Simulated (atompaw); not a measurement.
## Plane-wave convergence, PAW (atompaw) potential for bismuth (Bi)

```json
{"Element": "bismuth", "Generator": "atompaw 4.2.0.5", "Type": "PAW", "Functional": "PBE", "Relativity": "scalar-relativistic", "Frozen core": "[Xe] 4f14", "Valence charge": "15", "Reference configuration": "5d10 6s1 6p4", "Partial waves": "6s (bound): rc 2.30 bohr; 6s channel at -0.4 Ry: rc 1.70 bohr; 6p (bound): rc 2.30 bohr; 6p channel at 3.05 Ry: rc 2.30 bohr; 5d (bound): rc 2.30 bohr; 5d channel at -1.6 Ry: rc 1.55 bohr", "Local potential": "bessel scheme, radius 2.05 bohr", "Core correction": "smooth core density matched at 1.45 bohr", "Augmentation charge": "besselshape compensation charge, radius 1.70 bohr; PAW radius 2.30 bohr; waves and projectors: custom polynom2 7 10 vanderbiltortho"}
```

The pseudo-atom Hamiltonian at the reference potential is diagonalised in spherical Bessel functions j_l(qr) that vanish at 20 bohr, with q² up to the cutoff. All-electron valence levels (Ry): 6s -1.1393, 6p -0.3853, 5d -2.1095.

Question: How do the lowest levels (Ry) of each channel move with the cutoff, and are there ghosts?

Answer:

```csv
cutoff (Ry),s #1,s #2,p #1,p #2,d #1,f #1,f #2,Σ f·Δε (mRy)
8,-1.1385,-0.0525,-0.3835,0.0215,-2.0346,0.1086,0.2261,757.1
12,-1.1392,-0.0525,-0.3851,0.0214,-2.1022,0.1086,0.2261,74.2
21,-1.1393,-0.8874,-0.3853,0.0214,-2.1084,0.1086,0.2261,11.7
30,-1.1393,-0.9885,-0.3854,0.0214,-2.1092,0.1086,0.2261,3.5
40,-1.1393,-1.0068,-0.3854,0.0214,-2.1093,0.1086,0.2261,2.2
50,-1.1393,-1.0134,-0.3854,0.0214,-2.1093,0.1086,0.2261,1.8
70,-1.1393,-1.0158,-0.3854,0.0214,-2.1094,0.1086,0.2261,0.9
90,-1.1393,-1.0168,-0.3854,0.0214,-2.1095,0.1086,0.2261,0.4
400,-1.1393,-1.0229,-0.3854,0.0214,-2.1095,0.1086,0.2261,0.0
```

Result: ghost state, extra bound levels that the all-electron valence spectrum of the same l lacks: s at -13.9 eV (a true bound ghost makes a file unfit for plane-wave use); 10 mRy is reached at 25 Ry and 1 mRy at 70 Ry.
